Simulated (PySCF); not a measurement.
## Al (aluminium, neutral) across methods

[Ne] 3s2 3p1, 2P determinant. Calculation: PySCF 2.14, in dyall-av3z (19s12p3d2f, 84 functions); the spin-free X2C one-electron Hamiltonian (Gaussian nucleus).

```
   method  E (hartree)  mean ε 3s α (eV)  mean ε 3s β (eV)  mean ε 3p α (eV)  Σ⟨r²⟩ (bohr²)   ⟨S²⟩
      LDA    -241.7561            -8.023            -7.442            -3.005          32.83  0.752
      UHF   -242.31735           -11.605            -9.918            -5.932          33.16  0.770
   r2SCAN    -242.7790            -8.055            -7.399            -3.333          32.39  0.762
    TPSSh    -242.8213            -8.452            -7.613            -3.563          32.22  0.758
  wB97M-V    -242.7927           -11.141           -10.416            -5.201          33.45  0.751
BHandHLYP    -242.8163            -9.919            -8.995            -4.462          32.56  0.757
     TPSS    -242.8282            -8.024            -7.266            -3.247          32.27  0.757
      PBE    -242.6786            -7.905            -7.310            -3.085          32.72  0.755
```

(1) Estimate the same row for PBE0.

Results:

(1) E (hartree) = -242.6974; mean ε 3s α (eV) = -8.994; mean ε 3s β (eV) = -8.189; mean ε 3p α (eV) = -3.899; Σ⟨r²⟩ (bohr²) = 32.48; ⟨S²⟩ = 0.757.
